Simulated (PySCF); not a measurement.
From one molecule to another.

First species: C6H14Ge.
Z-matrix (Å and degrees, PBE0-D3(BJ)/def2-SVP geometry), rows numbered from 1:
```
C 
Ge  1  1.9554
C   2  1.9555  1  110.18
C   2  1.9761  1  113.07  3  -128.05
C   4  1.5337  2  103.33  1  -130.82
C   5  1.5329  4  109.56  2    37.99
C   6  1.5339  5  109.61  4   -52.41
H   1  1.1002  2  110.45  3  -178.03
H   1  1.1004  2  110.72  3   -58.09
H   1  1.1002  2  110.79  3    61.97
H   3  1.1005  2  110.74  1    62.18
H   3  1.1002  2  110.46  1  -177.84
H   3  1.1003  2  110.75  1   -57.78
H   4  1.1000  2  113.78  1   106.48
H   4  1.1031  2  108.97  1   -13.12
H   5  1.1032  4  112.02  2   161.54
H   5  1.1053  4  109.42  2   -80.99
H   6  1.1053  5  108.61  4    67.01
H   6  1.1030  5  110.96  4  -176.66
H   7  1.1030  2  108.87  1  -138.36
H   7  1.1001  2  113.84  1   -18.88
```

Second species: C6H14Ge.
SMILES: `CC[C@H]1CC[CH2][GeH2]1`

Levels: CAM-B3LYP/def2-SVPD for HOMO energy, LUMO energy, HOMO–LUMO gap and static isotropic polarisability; TDDFT CAM-B3LYP/def2-SVPD for lowest singlet excitation; TDA CAM-B3LYP/def2-SVPD for lowest triplet excitation (Tamm–Dancoff); ΔSCF CAM-B3LYP/def2-SVPD for vertical ionisation energy. Geometries: PBE0-D3(BJ)/def2-SVP. All species are isolated and taken at one optimised geometry, non-relativistic unless stated; the electronic structure was computed with PySCF and density fitting.

Values for the first species:

- HOMO energy: -8.71 eV
- LUMO energy: 1.11 eV
- HOMO–LUMO gap: 9.82 eV
- Lowest singlet excitation: 7.16 eV
- Lowest triplet excitation (Tamm–Dancoff): 7.02 eV
- Static isotropic polarisability: 99.4 au
- Vertical ionisation energy: 9.35 eV

**Question.** Estimate the same properties for the second species, and the change in each.

**Answer.** 
```json
{"property": "HOMO energy", "first": "-8.71 eV", "second": "-8.77 eV", "second less first": "-0.06 eV"}
{"property": "LUMO energy", "first": "1.11 eV", "second": "1.18 eV", "second less first": "+0.07 eV"}
{"property": "HOMO–LUMO gap", "first": "9.82 eV", "second": "9.95 eV", "second less first": "+0.13 eV"}
{"property": "lowest singlet excitation", "first": "7.16 eV", "second": "7.14 eV", "second less first": "-0.02 eV"}
{"property": "lowest triplet excitation (Tamm–Dancoff)", "first": "7.02 eV", "second": "6.82 eV", "second less first": "-0.20 eV"}
{"property": "static isotropic polarisability", "first": "99.4 au", "second": "100.7 au", "second less first": "+1.3 au"}
{"property": "vertical ionisation energy", "first": "9.35 eV", "second": "9.40 eV", "second less first": "+0.05 eV"}
```

On the first: The polarisability is 14.73 Å³ as a volume (1 au = 0.148185 Å³), or 1.21 au for each of the 82 electrons. S1 lies 2.66 eV below the HOMO–LUMO gap; its leading configuration is HOMO→LUMO, weight 0.89. The calculation is non-relativistic and has no spin–orbit coupling, an omission that weighs most on germanium.

On the second: No computed singlet falls in the visible range (750 to 380 nm, 1.65 to 3.26 eV); S1 lies 3.88 eV above its blue end. S1 lies 2.81 eV below the HOMO–LUMO gap; its leading configuration is HOMO→LUMO, weight 0.86. Relativistic effects, spin–orbit coupling among them, are left out although an element past zinc is present.

One conformer stands for the species.
